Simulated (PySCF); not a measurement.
# Dipole response of Cl²⁺ (chlorine, charge +2)

[Ne] 3s2 3p3, high-spin 4S determinant. Computed with PySCF 2.14 in ANO-RCC-VTZP, with scalar relativity by spin-free X2C-1e. Coupled (time-dependent) response in atomic units; α is the mean over directions. The basis has no added diffuse functions, which lowers α and C₆.

| method | mean α (bohr³) | C₆ (like pair) | S(−4) |
| --- | --- | --- | --- |
| UHF | 5.917 | 21.09 | 10.86 |
| PBE | 5.819 | 20.78 | 9.598 |
| PBE0 | 5.814 | 20.72 | 9.702 |
| r2SCANh | 5.862 | 21.36 | 9.847 |
| revPBE | 5.846 | 20.89 | 9.797 |

S(−4) is the Cauchy moment in α(ω) = α(0) + S(−4) ω² + …

α(iu) at r2SCANh:

```
u (hartree)  α(iu) (bohr³)
          0          5.862
     0.0500          5.837
      0.100          5.766
      0.200          5.502
      0.300          5.126
      0.500          4.242
      0.750          3.208
       1.00          2.408
       1.50          1.422
       2.00         0.9135
       3.00         0.4616
       5.00         0.1869
```

A single London oscillator, α(iu) = α/(1 + u²/ω²), gives C₆ = (3/4) ω α². Matching the computed C₆ needs ω = 4 × 21.36 / (3 × 5.862²) = 0.829 hartree.

For an ion, C₆ is the dispersion term alone; charge-induced terms of lower order in 1/R come first.
